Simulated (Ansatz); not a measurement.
Species: sum formula H₅Si₂O₂, charge 0, multiplicity 2. It need not be the lowest isomer of its formula. 
Geometry from a B3LYP-D3(BJ)/def2-TZVP (Ansatz, a program for electronic structure) optimisation:
SMILES: O[Si](O)[SiH3]
```xyz
9

O      0.9491     1.6249     0.2531
Si     0.5215     0.1838    -0.4467
O      1.4652    -1.0542     0.1369
Si    -1.6997    -0.4305     0.1039
H      1.3166     1.6143     1.1438
H      2.4044    -1.0629    -0.0698
H     -2.6057     0.6436    -0.3672
H     -1.8942    -0.6150     1.5665
H     -2.0413    -1.6917    -0.5952
```
Charge 0, spin multiplicity 2.

Total electronic energies in hartree. Valence correlation only, unless marked. Open shells are spin-unrestricted. Spin-orbit coupling is left out. No relativistic terms. Basis-set limits of correlation are two-point, X^-3; Hartree-Fock from the larger set.

```
level                                                             program  energy (Eh)
---------------------------------------------------------  --------------  -----------
HF/aug-cc-pV(T+d)Z                                                 Ansatz   -730.65751
HF/cc-pwCVTZ                                                       Ansatz   -730.65471
HF/cc-pV(Q+d)Z                                                     Ansatz   -730.67317
B97M-V/def2-TZVPD                                                  Ansatz   (withheld)
PBE0/STO-3G                                                        Ansatz   -723.19887
PBE0-D4/def2-TZVP                                          Ansatz + dftd4   -732.16720
BHLYP-D4/def2-TZVPD                                        Ansatz + dftd4   (withheld)
r2SCAN0/def2-TZVPD                                                 Ansatz   -732.41474
CAM-B3LYP-D4/def2-TZVPD                                    Ansatz + dftd4   -732.54260
wB97X-V/def2-TZVPD                                                 Ansatz   (withheld)
RI-MP2/CBS(aug-cc-pV(T+d)Z,aug-cc-pV(Q+d)Z)                        Ansatz    -731.4815
CCSD/cc-pV(D+d)Z                                                   Ansatz   -731.15819
CCSD(T)/6-31G*                                                     Ansatz   -731.05427
CCSD(T) with core electrons (1s frozen past Ne)/cc-pwCVTZ          Ansatz   -732.05998
CCSD(T)/CBS(aug-cc-pV(T+d)Z,aug-cc-pV(Q+d)Z)                       Ansatz    -731.5362
```

Problem. Some entries are withheld; supply them.

Solution. 
- B97M-V/def2-TZVPD, energy (Eh): -732.37284
- BHLYP-D4/def2-TZVPD, energy (Eh): -732.50669
- wB97X-V/def2-TZVPD, energy (Eh): -732.42382
